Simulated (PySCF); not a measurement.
## Dipole moment and polarisability of `N#Cc1cncc(C(F)F)n1`

Compound: C6H3F2N3.
Structure used (PBE0-D3(BJ)/def2-SVP), in Å, numbered top down from 1:
```xyz
14
C6H3F2N3 angstrom
N      2.760   -2.857    0.710
C      2.079   -1.939    0.521
C      1.267   -0.774    0.293
C      1.840    0.506    0.327
N      1.107    1.593    0.118
C     -0.184    1.417   -0.123
C     -0.754    0.135   -0.156
C     -2.225   -0.051   -0.430
F     -2.535    0.484   -1.630
F     -2.948    0.603    0.502
N     -0.033   -0.953    0.050
H      2.908    0.635    0.528
H     -0.798    2.307   -0.296
H     -2.490   -1.121   -0.422
```

Level: B3LYP/def2-SVPD (PySCF), static field, nuclei fixed, core orbitals frozen in the response. The polarisability tensor in these axes (au):

```
x   108.76 -19.35  11.79
y   -19.35 103.20  -6.74
z    11.79  -6.74  56.94
```

Question: Diagonalise the tensor; give its mean and Δα, where Δα² is half the sum of the squared differences of the eigenvalues.

Answer: Principal values 54.24, 86.64 and 128.03 au; mean 89.64 au = 13.28 Å³ = 14.78 × 10⁻⁴⁰ C²·m²/J; Δα = 64.06 au (71 % of the mean).

Question: What is the dipole moment, and where does it point?

Answer: (-0.69, 2.04, -0.26) D, 2.17 D in size, pointing from the negative to the positive side. Measured along this direction, the outermost atoms are N1 at the negative end and H13 at the positive end.

Question: Form Σ f/ω² (atomic units) for the 6 lowest TDDFT singlets, given as eV and f, and set it beside the mean polarisability, which is this sum over all singlets: 3.84, 0.0023; 4.23, 0.0013; 5.08, 0.1764; 5.38, 0.0000; 5.69, 0.1633; 5.84, 0.0000.

Answer: They add up to 8.97 au, 10.0 % of the 89.64 au; the largest single term is 5.07 au, from the state at 5.08 eV. Terms in order: 0.11, 0.06, 5.07, 0.00, 3.73, 0.00 au. Higher excitations give the rest. The strengths listed sum to 0.343.

Question: What depolarisation ratio follows for Rayleigh scattering of linearly polarised light, taking the static tensor?

Answer: ρ = 3Δα²/(45ᾱ² + 4Δα²) = 12312.8/(361560 + 16417.1) = 0.0326.

Question: Find the Langevin capture rate constant for NO+ (29.998 u) meeting this molecule (155.030 u), k = 2.342 × 10⁻⁹ cm³/s × √(α in Å³ / reduced mass in u).

Answer: The reduced mass is 25.13 u, so k = 1.70 × 10⁻⁹ cm³/s. The formula leaves out the permanent dipole, which adds to the capture rate.

Geometry: PBE0-D3(BJ)/def2-SVP, one conformer, isolated molecule.
